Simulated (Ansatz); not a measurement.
`CN(C)c1ccc(C#Cc2ccc(C#Cc3ccc(C#Cc4ccc(C#CC#N)cc4)cc3)cc2)cc1`. The state is a triplet with charge 0. Geometry r2SCAN-D4/def2-SVP, that of the neutral singlet; atoms count from 1.

Cartesian coordinates in Å:
```
C -1.2308 -0.5496 12.7677
N -1.9518 -1.3630 11.8134
C -2.9042 -2.3482 12.2764
C -1.7323 -1.1995 10.4670
C -2.4104 -1.9970 9.5069
C -2.1837 -1.8291 8.1492
C -1.2741 -0.8605 7.6645
C -1.0468 -0.6939 6.2781
C -0.8493 -0.5521 5.0748
C -0.6215 -0.3896 3.6884
C 0.2285 0.6372 3.2059
C 0.4525 0.7951 1.8466
C -0.1619 -0.0668 0.9051
C 0.0688 0.0919 -0.4822
C 0.2690 0.2268 -1.6853
C 0.5003 0.3796 -3.0727
C -0.0946 -0.5029 -4.0080
C 0.1330 -0.3549 -5.3677
C 0.9653 0.6830 -5.8532
C 1.1985 0.8329 -7.2414
C 1.4005 0.9610 -8.4444
C 1.6338 1.1075 -9.8322
C 2.4637 2.1463 -10.3208
C 2.6935 2.2903 -11.6805
C 2.1011 1.3988 -12.6065
C 2.3349 1.5441 -13.9936
C 2.5377 1.6697 -15.1980
C 2.7631 1.8095 -16.5362
N 2.9567 1.9297 -17.6859
C 1.2711 0.3593 -12.1229
C 1.0429 0.2177 -10.7626
C 1.5590 1.5668 -4.9196
C 1.3315 1.4185 -3.5598
C -1.0125 -1.0925 1.3858
C -1.2375 -1.2498 2.7449
C -0.6007 -0.0658 8.6213
C -0.8181 -0.2269 9.9813
H -1.4511 0.5273 12.6462
H -0.1369 -0.6807 12.6772
H -1.5217 -0.8411 13.7843
H -2.9576 -2.3131 13.3714
H -2.6163 -3.3747 11.9825
H -3.9188 -2.1580 11.8811
H -3.1218 -2.7592 9.8271
H -2.7189 -2.4578 7.4326
H 0.7087 1.3082 3.9230
H 1.1105 1.5911 1.4876
H -0.7380 -1.3074 -3.6427
H -0.3300 -1.0422 -6.0805
H 2.9234 2.8371 -9.6100
H 3.3350 3.0944 -12.0491
H 0.8115 -0.3315 -12.8339
H 0.4016 -0.5865 -10.3943
H 2.2027 2.3714 -5.2845
H 1.7946 2.1053 -2.8469
H -1.4922 -1.7642 0.6687
H -1.8952 -2.0458 3.1040
H 0.1079 0.6917 8.2757
H -0.2725 0.4122 10.6767
```

Single mean-field runs in def2-SVP are fitted with def2-universal-jkfit. At PBE0-D4/def2-SVP a singlet of charge 0 lies 2.21 eV below the triplet at the same geometry.

Problem. Estimate the Mulliken populations of the heavy atoms from the PBE0/def2-SVP orbitals of Ansatz.

Solution. 
| atom | charge (e) | spin (α − β) |
| --- | --- | --- |
| C1 | 0.06 | -0.01 |
| N2 | -0.40 | 0.06 |
| C3 | 0.06 | -0.01 |
| C4 | 0.22 | 0.07 |
| C5 | -0.09 | -0.02 |
| C6 | 0.02 | 0.06 |
| C7 | -0.08 | -0.02 |
| C8 | -0.01 | 0.19 |
| C9 | -0.01 | -0.06 |
| C10 | -0.08 | 0.26 |
| C11 | 0.01 | -0.05 |
| C12 | 0.01 | 0.12 |
| C13 | -0.07 | 0.09 |
| C14 | -0.01 | 0.17 |
| C15 | 0.01 | 0.14 |
| C16 | -0.08 | 0.13 |
| C17 | 0.01 | 0.11 |
| C18 | 0.01 | -0.04 |
| C19 | -0.07 | 0.27 |
| C20 | -0.01 | -0.08 |
| C21 | -0.01 | 0.22 |
| C22 | -0.06 | -0.04 |
| C23 | 0.01 | 0.09 |
| C24 | 0.03 | -0.06 |
| C25 | -0.11 | 0.13 |
| C26 | -0.02 | -0.06 |
| C27 | 0.01 | 0.10 |
| C28 | -0.11 | -0.03 |
| N29 | 0.01 | 0.06 |
| C30 | 0.03 | -0.06 |
| C31 | 0.01 | 0.09 |
| C32 | 0.01 | -0.04 |
| C33 | 0.01 | 0.11 |
| C34 | 0.01 | 0.12 |
| C35 | 0.01 | -0.05 |
| C36 | 0.02 | 0.06 |
| C37 | -0.09 | -0.02 |
Mulliken values depend strongly on the basis.

Problem. Where does the spin sit?

Solution. Summed by element: C 1.89, N 0.12, H -0.01, of 2 unpaired in all. Largest on single atoms: C19 0.27, C10 0.26, C21 0.22.

Problem. And the Mayer bond orders between heavy atoms (over 0.3)?

Solution. C1–N2 0.99 (1.45 Å); N2–C3 0.99 (1.45 Å); N2–C4 1.16 (1.37 Å); C4–C5 1.27 (1.42 Å); C4–C37 1.27 (1.42 Å); C5–C6 1.45 (1.39 Å); C6–C7 1.29 (1.41 Å); C7–C8 1.09 (1.41 Å); C7–C36 1.29 (1.41 Å); C8–C9 2.44 (1.23 Å); C9–C10 1.12 (1.41 Å); C10–C11 1.22 (1.42 Å); C10–C35 1.22 (1.42 Å); C11–C12 1.51 (1.39 Å); C12–C13 1.20 (1.42 Å); C13–C14 1.21 (1.42 Å); C13–C34 1.20 (1.42 Å); C14–C15 2.27 (1.23 Å); C15–C16 1.22 (1.41 Å); C16–C17 1.19 (1.42 Å); C16–C33 1.19 (1.42 Å); C17–C18 1.52 (1.39 Å); C18–C19 1.21 (1.42 Å); C19–C20 1.14 (1.42 Å); C19–C32 1.21 (1.42 Å); C20–C21 2.42 (1.23 Å); C21–C22 1.10 (1.41 Å); C22–C23 1.28 (1.42 Å); C22–C31 1.28 (1.42 Å); C23–C24 1.44 (1.39 Å); C24–C25 1.29 (1.42 Å); C25–C26 1.09 (1.41 Å); C25–C30 1.29 (1.42 Å); C26–C27 2.41 (1.23 Å); C27–C28 1.04 (1.36 Å); C28–N29 2.85 (1.17 Å); C30–C31 1.44 (1.39 Å); C32–C33 1.52 (1.39 Å); C34–C35 1.51 (1.39 Å); C36–C37 1.45 (1.39 Å).
